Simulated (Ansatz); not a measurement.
## Competing steps

Reactants: CH₆Ge ([CH3][GeH3]) + HF (brackets give SMILES or just the links). Saddle points were found for several chosen steps; others may exist. Gas-phase electronic energies, without zero-point energy, by CCSD(T) at an estimated basis limit (MP2 extrapolated from triple and quadruple zeta, plus CCSD(T) − MP2 in triple zeta); Ansatz 0.2.0, def2-TZVPP and QZVPP, frozen cores, on PBE0-D4/def2-TZVP structures. Extrapolation: Hartree–Fock as exp(−7.88 √X), correlation as X^−2.97. No counterpoise correction.

Question: Rank the steps by the energy of their saddle points, lowest first, and give each saddle's height above the lowest. (Judge from chemistry; the value comes from the calculation.)
A. four-centre ligand exchange, to CH₅FGe ([CH3][GeH2][F]) + H₂ (breaks or loosens F–H, Ge–H; forms F–Ge, H–H)
B. four-centre ligand exchange, to GeH₃F ([F][GeH3]) + CH₄ (breaks or loosens C–Ge, F–H; forms C–H, F–Ge)

Answer: The calculation gives: A (0.000 eV), B (0.207 eV). Heights count from the lowest.

The lowest of these saddles lies at 1.706 eV relative to the separated reactants.

Question: Does the lowest of these saddles lead to the lowest end structure (the products still in contact)? (A judgement: the text doesn't fix the answer.)

Answer: The calculation gives: No: the step over a higher saddle ends lower. Relative to the separated reactants, the ends lie at -0.459 (CH₅FGe ([CH3][GeH2][F]) + H₂); -0.722 (GeH₃F ([F][GeH3]) + CH₄) eV.

No T1 diagnostic of these runs exceeds 0.013. The filled d shells of Ge are correlated in sets not built for that, so values that involve them are less sure.

For scale, one of the runs: CCSD(T)/def2-TZVPP, 208 basis functions, launched by `ansatz run in.yaml --threads 4 --pin off --events-out ev --progress --plain --max-ram 9574MiB`. The run took 100 s on 4 CPU threads of an Intel Xeon (shared host), with 2.9 GiB of host memory at its peak.
